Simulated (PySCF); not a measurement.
How the method moves the HOMO and LUMO of `C[SiH2][SiH2]Cl`

CH7ClSi2.
Z-matrix (Å and degrees, PBE0-D3(BJ)/def2-SVP geometry), rows numbered from 1:
```
C 
Si  1  1.8845
Si  2  2.3430  1  111.76
Cl  3  2.0816  2  107.61  1  -178.49
H   1  1.1006  2  110.96  3    61.35
H   1  1.1005  2  111.05  3   -59.17
H   1  1.1008  2  110.31  3  -178.93
H   2  1.4964  1  110.81  3   119.86
H   2  1.4961  1  110.87  3  -119.95
H   3  1.4942  2  112.33  1    62.53
H   3  1.4941  2  112.43  1   -59.69
```

Basis pcSseg-2 throughout (PySCF), one geometry. Geometry: PBE0-D3(BJ)/def2-SVP, one conformer, isolated molecule.

Task: How do the orbital energies, the gap and the dipole change with the method?

Result: 
```
   method                    kind  HOMO (eV)  LUMO (eV)  gap (eV)  μ (D)  SCF cycles
     BLYP                     GGA      -6.68      -1.39      5.29   2.48          14
    B97-D                     GGA      -6.81      -1.39      5.42   2.53          13
      PBE                     GGA      -6.81      -1.55      5.27   2.52          12
     OPBE                     GGA      -6.82      -1.40      5.42   2.53          13
      LDA                     LDA      -6.88      -1.76      5.12   2.58          12
      KT2                     GGA      -6.89      -1.65      5.24   2.52          13
     BP86                     GGA      -6.91      -1.57      5.34   2.53          12
      KT3                     GGA      -6.93      -1.57      5.36   2.49          13
    B97-2           global hybrid      -7.76      -0.71      7.05   2.60          12
    B3LYP           global hybrid      -7.78      -0.91      6.87   2.56          12
     PBE0           global hybrid      -7.98      -0.73      7.25   2.60          12
 mPW1PW91           global hybrid      -8.01      -0.72      7.29   2.60          12
BHandHLYP           global hybrid      -9.06       0.10      9.16   2.64          11
CAM-B3LYP  range-separated hybrid      -9.27       0.24      9.51   2.61          11
  wB97X-D  range-separated hybrid      -9.79       1.01     10.79   2.62          12
  LC-wPBE  range-separated hybrid     -10.58       1.36     11.94   2.67          12
       HF            Hartree–Fock     -10.73       2.07     12.80   2.72           9
```

The HOMO spans 4.05 eV, from BLYP down to HF, and the gap runs from 5.12 eV (LDA) to 12.80 eV (HF). Over the methods BLYP (0 %), B97-D (0 %), PBE (0 %), OPBE (0 %), LDA (0 %), KT2 (0 %), BP86 (0 %), KT3 (0 %), B97-2 (21 %), B3LYP (20 %), PBE0 (25 %), mPW1PW91 (25 %), BHandHLYP (50 %), HF (100 %), a straight line through the gap against the share of exact exchange rises by 0.75 eV for each 10 % (correlation coefficient 0.999). The dipole ranges from 2.48 D (BLYP) to 2.72 D (HF). This basis has no diffuse functions.
